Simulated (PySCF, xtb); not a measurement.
In(F)(Et)(OH) (C2H6FInO), SMILES C[CH2][In]([OH])[F]. Other conformers were not sampled.

Harmonic wavenumbers (cm⁻¹) from GFN2-xTB in xtb 6.7.1 at its own minimum, in rising order: 29, 53, 79, 111, 180, 205, 228, 333, 384, 435, 624, 654, 906, 963, 1073, 1136, 1196, 1393, 1425, 1471, 1472, 2982, 2993, 2998, 3005, 3011, 3651.

Question: What does r2SCAN-D4/def2-SVP in PySCF give at its own minimum? (An estimate is asked for; the answer gives what the named calculation found.)

Answer: 17, 64, 110, 148, 231, 241, 279, 471, 599, 601, 636, 778, 941, 963, 1050, 1181, 1240, 1390, 1434, 1471, 1476, 3023, 3059, 3107, 3116, 3134, 3831. Paired by order, the mean absolute difference is 62 cm⁻¹ and the zero-point energies are 47.2 and 49.5 kcal/mol.
